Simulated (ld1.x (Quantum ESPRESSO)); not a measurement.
**chlorine (Cl), TM semilocal: configuration errors across variants**

* Element: Cl
* Generator: ld1.x (Quantum ESPRESSO) 7.5
* Type: norm-conserving Troullier–Martins (semilocal form)
* Functional: PBE
* Relativity: scalar-relativistic
* Frozen core: [Ne]
* Valence charge: 7
* Reference configuration: 3s2 3p5
* Partial waves: 3p (bound): rc 1.50 bohr; 3d channel at 0.35 Ry: rc 1.35 bohr; 3s (bound): rc 1.25 bohr
* Local potential: the s channel
* Core correction: none

All-electron excitation energies from the reference (eV): (1) 3s2 3p4 13.875; (2) 3s2 3p3 39.322; (3) 3s2 3p2 77.630; (4) 3s2 3p4.5 5.583; (5) 3s2 3p5.3 -2.138; (6) 3s1 3p6 12.153; (7) 3s1 3p5 26.584.

A semilocal file is local in each channel, so a ghost entry of none says nothing of the separable form that plane-wave codes build from it.

Errors AE − PS in meV (a dash: test not solved or not reliable):

```csv
change,(1),(2),(3),(4),(5),(6),(7),bound ghosts
base,+1.6,+16,+64,0.0,+0.3,-0.7,+2.5,none
wave 3p (bound): rc 1.50 bohr becomes 3p (bound): rc 1.16 bohr,+2.4,+18,+65,+0.2,+0.3,+0.8,+6.3,none
wave 3p (bound): rc 1.50 bohr becomes 3p (bound): rc 1.42 bohr,+1.6,+16,+64,0.0,+0.3,-0.8,+2.4,none
wave 3p (bound): rc 1.50 bohr becomes 3p (bound): rc 1.56 bohr,+1.6,+16,+64,0.0,+0.3,-0.6,+2.7,none
wave 3p (bound): rc 1.50 bohr becomes 3p (bound): rc 1.86 bohr,+2.2,+17,+59,+0.1,+0.4,+1.0,+6.8,none
wave 3p (bound): rc 1.50 bohr becomes 3p (bound): rc 1.98 bohr,+2.5,+18,+56,+0.2,+0.4,+1.9,+9.3,none
wave 3p (bound): rc 1.50 bohr becomes 3p (bound): rc 2.28 bohr,+2.9,+18,+51,+0.4,+0.4,+2.8,+12,none
```

(1) Give the same row for: wave 3p (bound): rc 1.50 bohr becomes 3p (bound): rc 0.98 bohr.

## Answers

(1) +4.1, +25, +75, +0.7, +0.3, +5.5, +14; bound ghosts: none.
